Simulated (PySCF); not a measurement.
Molecule: `InChI=1S/C3H13NSi2/c1-4-6-3-2-5/h4H,2-3,6H2,1,5H3`.

Cartesian coordinates in Å; atom numbers follow the order of the lines, from 1:
```xyz
19

C    -3.568   -0.625    0.250
N    -2.164   -0.722   -0.062
Si   -1.015    0.415    0.517
C     0.679   -0.141   -0.128
C     1.810    0.669    0.500
Si    3.527    0.139   -0.118
H    -4.033   -1.613    0.217
H    -3.672   -0.223    1.254
H    -4.107    0.035   -0.439
H    -2.014   -1.145   -0.966
H    -1.247    1.817    0.112
H    -1.088    0.347    1.982
H     0.729   -0.037   -1.214
H     0.833   -1.199    0.088
H     1.760    0.568    1.586
H     1.651    1.729    0.291
H     3.615    0.358   -1.564
H     4.564    0.923    0.557
H     3.730   -1.285    0.160
```

Frames of a GFN2-xTB Langevin trajectory at 600 K; GIAO PBE0/pcSseg-1 shieldings in PySCF, gas phase, non-relativistic; equivalent atoms averaged within each frame.

References, each an isolated molecule treated in the same way: ¹³C (186.93 ppm) and ²⁹Si (349.16 ppm) and ¹H (31.72 ppm) against TMS; ¹⁵N (267.73 ppm) against NH3. The references are static minima.

How do the shifts (ppm) fluctuate along the trajectory?

## Answers


| time (fs) | C1 | C4 | C5 | N2 | Si3 | Si6 | H11/H12 | H17/H18/H19 | H7/H8/H9 | H15/H16 |
| --- | --- | --- | --- | --- | --- | --- | --- | --- | --- | --- |
| optimised geometry | 32.7 | 10.3 | 3.0 | 13.3 | -26.4 | -66.3 | 4.68 | 3.86 | 2.80 | 0.66 |
| 250 | 33.5 | 23.7 | 16.3 | 6.8 | -35.4 | -61.5 | 5.66 | 4.26 | 3.61 | 1.67 |
| 425 | 26.1 | 27.0 | 26.3 | 1.2 | -23.1 | -67.4 | 5.66 | 4.40 | 2.63 | 2.20 |
| 625 | 36.1 | 19.8 | -2.0 | 15.6 | -22.3 | -53.9 | 5.48 | 4.55 | 3.74 | 0.67 |
| 800 | 37.9 | 9.0 | 9.4 | 27.5 | -28.8 | -77.8 | 4.99 | 4.56 | 3.14 | 1.56 |
| 1000 | 46.2 | 17.9 | 17.8 | 13.9 | -36.9 | -46.8 | 4.09 | 5.15 | 3.97 | 1.20 |
| mean of frames | 36.0 | 19.5 | 13.6 | 13.0 | -29.3 | -61.5 | 5.17 | 4.59 | 3.42 | 1.46 |
| standard deviation | 7.3 | 6.8 | 10.6 | 9.9 | 6.7 | 12.0 | 0.67 | 0.34 | 0.53 | 0.57 |

5 frames give an uncertainty of the mean of about the standard deviation over 2.2 at best, since frames this close in time may not be independent; classical motion lacks zero-point vibration, and the reference would need the same averaging.
